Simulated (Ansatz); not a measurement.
`N[SiH2]C=O` + `ClCCCl` → `N[SiH](C=O)CCl` + `CCl`  (formal exchange of groups at the Si–H bond)

Isolated molecules relaxed with PBE0-D4/def2-TZVP in Ansatz; ΔE leaves out vibrations. CCSD(T)/CBS is the MP2 limit (def2-TZVPP, def2-QZVPP) plus CCSD(T) − MP2 in def2-TZVPP, frozen cores. This one scheme is used for every species. DFT in def2-TZVPP. B3LYP here is the variant with VWN-RPA as its local correlation; programs differ in this. One conformer a species, not always the lowest.

```csv
level,ΔE (kJ/mol),difference from CCSD(T)/CBS
PBE-D4,-30.0,-1.0
B3LYP-D4,-30.7,-1.7
ωB97X-V,-28.4,0.6
ωB97M-V,-31.3,-2.3
PBE,-27.2,1.8
HF/def2-TZVPP,-21.9,7.1
MP2/def2-TZVPP,-28.0,1.0
CCSD/def2-TZVPP,-27.3,1.7
CCSD(T)/def2-TZVPP,-28.0,1.0
HF/def2-QZVPP,-21.9,7.1
CCSD(T)/CBS,-29.0,0
```

Largest T1 diagnostic among the species: 0.014.

The D4 term adds −4.3 kJ/mol with B3LYP and −2.7 kJ/mol with PBE0; it sums over pairs of atoms, weighted by their polarisabilities, and B3LYP, whose exchange is more repulsive, gets the larger term. In def2-TZVPP, CCSD(T) changes the Hartree–Fock value by −6.1 kJ/mol (the triples alone add −0.7 kJ/mol) and MP2 by −6.1 kJ/mol.
